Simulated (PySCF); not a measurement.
C₅H₇FO, SMILES C[C@H]1CO/C1=C\F. Geometry optimised at PBE-D3(BJ)/def2-SVP. The structure was generated by enumeration; whether it is a known compound was not checked.

Question: Give the equilibrium geometry at PBE-D3(BJ)/def2-SVP (PySCF confirms it by a frequency run) as bond lengths and angles. (Estimate from the structure and the level; the computed values follow.)

Answer: 
Atoms: C1 C2 C3 O4 C5 C6 F7 H8 H9 H10 H11 H12 H13 H14. Bonded distances (Å): C1–C2 1.524, C1–H8 1.109, C1–H9 1.110, C1–H10 1.109, C2–C3 1.553, C2–C5 1.516, C2–H11 1.111, C3–O4 1.458, C3–H12 1.112, C3–H13 1.110, O4–C5 1.384, C5–C6 1.345, C6–F7 1.349, C6–H14 1.100. Bond angles (°): C2–C1–H8 111.0, C2–C1–H9 111.1, C2–C1–H10 111.0, H8–C1–H9 108.4, H8–C1–H10 107.7, H9–C1–H10 107.6, C1–C2–C3 118.1, C1–C2–C5 118.3, C1–C2–H11 110.5, C3–C2–C5 82.4, C3–C2–H11 112.2, C5–C2–H11 112.7, C2–C3–O4 91.2, C2–C3–H12 114.9, C2–C3–H13 116.9, O4–C3–H12 111.3, O4–C3–H13 111.5, H12–C3–H13 109.8, C3–O4–C5 90.6, C2–C5–O4 95.7, C2–C5–C6 135.2, O4–C5–C6 129.0, C5–C6–F7 122.9, C5–C6–H14 122.2, F7–C6–H14 114.8.
